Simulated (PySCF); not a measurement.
Electron correlation in Cl²⁺ (chlorine, charge +2)

[Ne] 3s1 3p4, high-spin 4P determinant (an excited configuration). All numbers are calculated (PySCF 2.14, scalar relativity by spin-free X2C-1e, in ANO-RCC-VTZP (5s4p2d1f, 34 functions)). Frozen: [Ne]; 5 electrons correlated.

```
  level  correlation energy (mhartree)
   CCSD                        -137.29
    (T)                          -6.99
CCSD(T)                        -144.28
  CCSDT                        -146.50
```

Diagnostics: T1 = 0.012, D1 = 0.0276, largest double amplitude 0.202.

A double-excitation amplitude exceeds 0.15, a sign of near-degeneracy.

Cost of the coupled-cluster step: roughly 0.4 core-seconds, for 5 correlated electrons.

Iterations:

```
CC2 = 0
CCSD nocc = (np.int64(4), np.int64(1)), nmo = (29, 29)
frozen orbitals [[0, 1, 2, 3, 4], [0, 1, 2, 3, 4]]
max_cycle = 100
direct = 0
conv_tol = 1e-08
conv_tol_normt = 1e-06
diis_space = 8
diis_start_cycle = 0
Init t2, MP2 energy = -0.0968552030972241
Init E_corr(UCCSD) = -0.0968552030976499
cycle = 1  E_corr(UCCSD) = -0.119053880641168  dE = -0.0221986775  norm(t1,t2) = 0.0790177
cycle = 2  E_corr(UCCSD) = -0.126981286139606  dE = -0.0079274055  norm(t1,t2) = 0.0458933
cycle = 3  E_corr(UCCSD) = -0.137567929486243  dE = -0.0105866433  norm(t1,t2) = 0.0291774
cycle = 4  E_corr(UCCSD) = -0.137068237457013  dE = 0.000499692029  norm(t1,t2) = 0.00306515
cycle = 5  E_corr(UCCSD) = -0.13746298771039  dE = -0.000394750253  norm(t1,t2) = 0.00118603
cycle = 6  E_corr(UCCSD) = -0.137286126451015  dE = 0.000176861259  norm(t1,t2) = 0.000705113
cycle = 7  E_corr(UCCSD) = -0.137249736267709  dE = 3.63901833e-05  norm(t1,t2) = 0.00188394
cycle = 8  E_corr(UCCSD) = -0.137281291861842  dE = -3.15555941e-05  norm(t1,t2) = 0.00038026
cycle = 9  E_corr(UCCSD) = -0.137297648342682  dE = -1.63564808e-05  norm(t1,t2) = 6.74105e-05
cycle = 10  E_corr(UCCSD) = -0.137293948734821  dE = 3.69960786e-06  norm(t1,t2) = 2.42915e-05
cycle = 11  E_corr(UCCSD) = -0.137293564902281  dE = 3.8383254e-07  norm(t1,t2) = 6.33211e-06
cycle = 12  E_corr(UCCSD) = -0.137293505190084  dE = 5.97121968e-08  norm(t1,t2) = 1.91409e-06
cycle = 13  E_corr(UCCSD) = -0.137293503879003  dE = 1.31108141e-09  norm(t1,t2) = 4.77069e-07
UCCSD converged
E(UCCSD) = -459.2934916203554  E_corr = -0.1372935038790027
UCCSD(T) correction = -0.00698672498824254
```
